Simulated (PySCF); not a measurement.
Ionising BiB

PBE0; basis Bi def2-SVPD with ECP60, B def2-SVPD; scalar-relativistic core potentials; PySCF 2.14. Neutral (UKS): triplet (σ ↑, π ↑), Re = 2.139 Å, ωe = 634 cm⁻¹, De = 2.16 eV, HOMO -5.77 eV, LUMO -3.93 eV.

BiB⁺ (UKS): quartet (σ ↑, π ↑↑), Re = 2.274 Å, ωe = 492 cm⁻¹. The energies at the minima are -239.28306 hartree for BiB and -238.99696 for BiB⁺.

Q: Work out the adiabatic ionisation energy, without and with harmonic zero-point energies (1 hartree = 27.2114 eV, 1 eV = 8065.5 cm⁻¹), and the change of the bond length.

A: At PBE0: 0.28610 hartree = 7.785 eV between the minima; the zero-point term (492.0 − 634.0)/2 cm⁻¹ = -0.009 eV makes it 7.776 eV. Re changes by +13.5 pm against the neutral. The electron leaves a π orbital, and the longer bond of the ion fits a bonding orbital, or a change in how ionic the bond is.

BiB⁻ (UKS): doublet (σ ↑), Re = 2.079 Å, ωe = 691 cm⁻¹. The energies at the minima are -239.28306 hartree for BiB and -239.35703 for BiB⁻.

Q: Work out the adiabatic electron affinity, without and with harmonic zero-point energies (1 hartree = 27.2114 eV, 1 eV = 8065.5 cm⁻¹), and the change of the bond length.

A: At PBE0: 0.07397 hartree = 2.013 eV between the minima; the zero-point term (634.0 − 691.0)/2 cm⁻¹ = -0.004 eV makes it 2.009 eV. Re changes by -6.0 pm against the neutral. The electron enters a π orbital, and the shorter bond of the ion fits a bonding orbital, or a change in how ionic the bond is.

These are scalar-relativistic numbers at best; spin–orbit coupling would shift them, the dissociation energy most. States were picked by a PBE0 search and need not be the measured ground states.
